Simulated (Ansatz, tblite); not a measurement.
Cost and result up the ladder for Na₃F₃ (the lowest singlet isomer of a short search) (6 atoms). The state is a singlet with charge 0. Geometry: PBE0-D4/def2-SVP.

```xyz
6

Na   -1.708    0.967    0.346
Na    0.677   -0.192   -1.865
Na    1.030   -0.776    1.519
F     1.755   -0.995   -0.355
F    -0.696    0.197    1.916
F    -1.058    0.799   -1.561
```

Ansatz on 4 threads of Arm Neoverse V1 on a shared host; xTB runs through tblite on one thread. Times are rough, summed over both states, and most runs start from the orbitals of an earlier one. No level here is sound enough to serve as a yardstick. The other state is a doublet.

The xTB rows come from tblite. Correlated methods freeze 6 core orbitals; core or outer-core shells of Na are correlated, in sets that lack core-valence functions. The rows differ in basis, and correlated rows in double-zeta sets carry the largest basis error. HOMO above LUMO, or a gap near zero within one spin, warns that the state may not be the lowest or that an electron is smeared out. The structure comes from a short search, and lower isomers may exist.

Correlated methods converge slowly with the basis, most of all in double-zeta sets.

Raw xTB energies of ions are shifted by several eV.

| level | functions | wall time |
| --- | --- | --- |
| GFN1-xTB | 24 | 0.009 s |
| GFN2-xTB | 24 | 0.036 s |
| PBE-D4/def2-TZVP | 189 | 12 s |
| CCSD(T)/def2-SVP | 87 | 33 s |

Q: Estimate what each level gives for the vertical IE (eV).

A: 
```tsv
level	vertical IE (eV)	remarks
GFN1-xTB	12.89	–
GFN2-xTB	13.37	–
PBE-D4/def2-TZVP	9.42	gap within one spin near zero (+1 doublet)
CCSD(T)/def2-SVP	11.15	–
```
